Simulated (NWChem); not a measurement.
System: silicon dioxide molecule (SiO$_{2}$); SMILES O=[Si]=O

NWChem printed, in part:

```
             Northwest Computational Chemistry Package (NWChem) 7.3.0
             --------------------------------------------------------

 ORDER OF PRIMARY AXIS IS BEING SET TO 4
 D4H symmetry detected

                             Geometry "geometry" -> ""
                             -------------------------

 Output coordinates in angstroms (scale by  1.889725989 to convert to a.u.)

  No.       Tag          Charge          X              Y              Z
 ---- ---------------- ---------- -------------- -------------- --------------
    1 O                    8.0000     0.00000000     0.00000000    -1.51836900
    2 Si                  14.0000     0.00000000     0.00000000     0.00000000
    3 O                    8.0000     0.00000000     0.00000000     1.51836900

 Effective nuclear repulsion energy (a.u.)      89.2203250619

      Symmetry information
      --------------------

 Group name             D4h
 Group number             28
 Group order              16
 No. of unique centers     2

  pbe96 is a nonlocal functional; adding pw91lda local functional.

                                 NWChem DFT Module
                                 -----------------

 Summary of "ao basis" -> "ao basis" (spherical)
 ------------------------------------------------------------------------------
       Tag                 Description            Shells   Functions and Types
 ---------------- ------------------------------  ------  ---------------------
 O                           6-31g*                  6       14   3s2p1d
 Si                          6-31g*                  8       18   4s3p1d

      Symmetry analysis of basis
      --------------------------

        a1g        11
        a1u         0
        a2g         0
        a2u         9
        b1g         2
        b1u         1
        b2g         2
        b2u         1
        eg          8
        eu         12

            General Information
            -------------------
          SCF calculation type: DFT
          Wavefunction type:  closed shell.
          No. of atoms     :     3
          No. of electrons :    30
           Alpha electrons :    15
            Beta electrons :    15
          Charge           :     0
          Spin multiplicity:     1
          Use of symmetry is: on ; symmetry adaption is: on
          Maximum number of iterations: 200
          AO basis - number of functions:    46
                     number of shells:    20
          Convergence on energy requested:  1.00D-06
          Convergence on density requested:  1.00D-05
          Convergence on gradient requested:  5.00D-04

              XC Information
              --------------
          PerdewBurkeErnzerhof Exchange Functional  1.000
            Perdew 1991 LDA Correlation Functional  1.000 local
           PerdewBurkeErnz. Correlation Functional  1.000 non-local

             Grid Information
             ----------------
          Grid used for XC integration:  medium
          Radial quadrature: Mura-Knowles
          Angular quadrature: Lebedev.
          Tag              B.-S. Rad. Rad. Pts. Rad. Cut. Ang. Pts.
          ---              ---------- --------- --------- ---------
          O                   0.60       49           8.0       434
          Si                  1.10       88           6.0       590
          Grid pruning is: on
          Number of quadrature shells:   137
          Spatial weights used:  Erf1

      Superposition of Atomic Density Guess
      -------------------------------------

 Sum of atomic energies:        -438.32601199

      Non-variational initial energy
      ------------------------------

 Total energy =    -438.631186
 1-e energy   =    -783.857834
 2-e energy   =     256.006322
 HOMO         =      -0.494231
 LUMO         =      -0.136014

      Symmetry analysis of molecular orbitals - initial
      -------------------------------------------------

 !! scf_movecs_sym_adapt:    6 vectors were symmetry contaminated

  Symmetry fudging

 !! scf_movecs_sym_adapt:    6 vectors were symmetry contaminated

  Numbering of irreducible representations:

     1 a1g         2 a1u         3 a2g         4 a2u         5 b1g
     6 b1u         7 b2g         8 b2u         9 eg         10 eu

  Orbital symmetries:

     1 a1g         2 a2u         3 a1g         4 a1g         5 a2u
     6 eu          7 eu          8 a1g         9 a2u        10 a1g
    11 a2u        12 eu         13 eu         14 eg         15 eg
    16 a1g        17 eu         18 eu         19 a2u        20 a1g
    21 eu         22 eu         23 b1g        24 b2g        25 a2u

   convergence    iter        energy       DeltaE   RMS-Dens  Diis-err
 ---------------- ----- ----------------- --------- --------- ---------
 d= 0,ls=0.0,diis     1   -439.4124635674 -5.29D+02  6.04D-02  1.49D+00
 d= 0,ls=0.0,diis     2   -437.9908553461  1.42D+00  4.45D-02  1.33D+01
 d= 0,ls=0.0,diis     3   -439.6150236834 -1.62D+00  1.74D-03  8.76D-03
 d= 0,ls=0.0,diis     4   -439.6158007543 -7.77D-04  6.50D-04  2.51D-03
 d= 0,ls=0.0,diis     5   -439.6160318478 -2.31D-04  1.82D-04  1.52D-04
  Resetting Diis
 d= 0,ls=0.0,diis     6   -439.6160510841 -1.92D-05  2.11D-05  3.12D-06
 d= 0,ls=0.0,diis     7   -439.6160514522 -3.68D-07  4.24D-06  1.63D-08

         Total DFT energy =     -439.616051452232
      One electron energy =     -785.540614605102
           Coulomb energy =      294.497736075465
    Exchange-Corr. energy =      -37.793497984503
 Nuclear repulsion energy =       89.220325061907

 Numeric. integr. density =       29.999996492131

                  Occupations of the irreducible representations
                  ----------------------------------------------

                     irrep           alpha         beta
                     --------     --------     --------
                     a1g               5.0          5.0
                     a1u               0.0          0.0
                     a2g               0.0          0.0
                     a2u               4.0          4.0
                     b1g               0.0          0.0
                     b1u               0.0          0.0
                     b2g               0.0          0.0
                     b2u               0.0          0.0
                     eg                2.0          2.0
                     eu                4.0          4.0

                       DFT Final Molecular Orbital Analysis
                       ------------------------------------

 Vector   13  Occ=2.000000D+00  E=-3.330886D-01  Symmetry=eu
              MO Center= -8.6D-17,  2.6D-17,  1.6D-14, r^2= 2.5D+00
   Bfn.  Coefficient  Atom+Function         Bfn.  Coefficient  Atom+Function
  ----- ------------  ---------------      ----- ------------  ---------------
     4      0.372533  1 O  py                36      0.372533  3 O  py
    22      0.356330  2 Si py                 8      0.236817  1 O  py
    40      0.236817  3 O  py                18     -0.145035  2 Si py
    26      0.137659  2 Si py                 3      0.025799  1 O  px
    35      0.025799  3 O  px

 Vector   14  Occ=2.000000D+00  E=-2.918396D-01  Symmetry=eg
              MO Center= -1.4D-15,  1.8D-15, -1.8D-14, r^2= 2.7D+00
   Bfn.  Coefficient  Atom+Function         Bfn.  Coefficient  Atom+Function
  ----- ------------  ---------------      ----- ------------  ---------------
     3      0.346603  1 O  px                35     -0.346603  3 O  px
     4     -0.280805  1 O  py                36      0.280805  3 O  py
     7      0.252158  1 O  px                39     -0.252158  3 O  px
     8     -0.204289  1 O  py                40      0.204289  3 O  py
    31      0.097221  2 Si d  1              29      0.078765  2 Si d -1

 Vector   15  Occ=2.000000D+00  E=-2.918396D-01  Symmetry=eg
              MO Center= -3.6D-17, -9.2D-17,  5.6D-15, r^2= 2.7D+00
   Bfn.  Coefficient  Atom+Function         Bfn.  Coefficient  Atom+Function
  ----- ------------  ---------------      ----- ------------  ---------------
     4      0.346603  1 O  py                36     -0.346603  3 O  py
     3      0.280805  1 O  px                35     -0.280805  3 O  px
     8      0.252158  1 O  py                40     -0.252158  3 O  py
     7      0.204289  1 O  px                39     -0.204289  3 O  px
    29     -0.097221  2 Si d -1              31      0.078765  2 Si d  1

 Vector   16  Occ=0.000000D+00  E=-1.530965D-01  Symmetry=a1g
              MO Center= -1.1D-15, -1.0D-14, -8.4D-15, r^2= 2.6D+00
   Bfn.  Coefficient  Atom+Function         Bfn.  Coefficient  Atom+Function
  ----- ------------  ---------------      ----- ------------  ---------------
    24      0.859391  2 Si s                  5     -0.309366  1 O  pz
    37      0.309366  3 O  pz                20      0.251158  2 Si s
     6     -0.225804  1 O  s                 38     -0.225804  3 O  s
    30     -0.218735  2 Si d  0               9     -0.200808  1 O  pz
    41      0.200808  3 O  pz                16     -0.169577  2 Si s

[...]

                         DFT ENERGY GRADIENTS

    atom               coordinates                        gradient
                 x          y          z           x          y          z
   1 O       0.000000   0.000000  -2.869301    0.000000   0.000000   0.022043
   2 Si      0.000000   0.000000   0.000000    0.000000   0.000000   0.000000
   3 O       0.000000   0.000000   2.869301    0.000000   0.000000  -0.022043
```

Level: PBE/6-31G* (spherical d). Structure relaxed at the PBE0/def2-SVP level.

Task: Reconstruct the input file.

Result: This is not unique; one that fits is the input that was run:
```
start job
memory heap 200 mb stack 900 mb global 1100 mb
geometry units angstroms noautoz
  O      0.000000     0.000000    -1.518369
  Si     0.000000     0.000000     0.000000
  O      0.000000     0.000000     1.518369
end
basis spherical
  * library 6-31g*
end
dft
  xc xpbe96 cpbe96
  iterations 200
end
task dft gradient
```
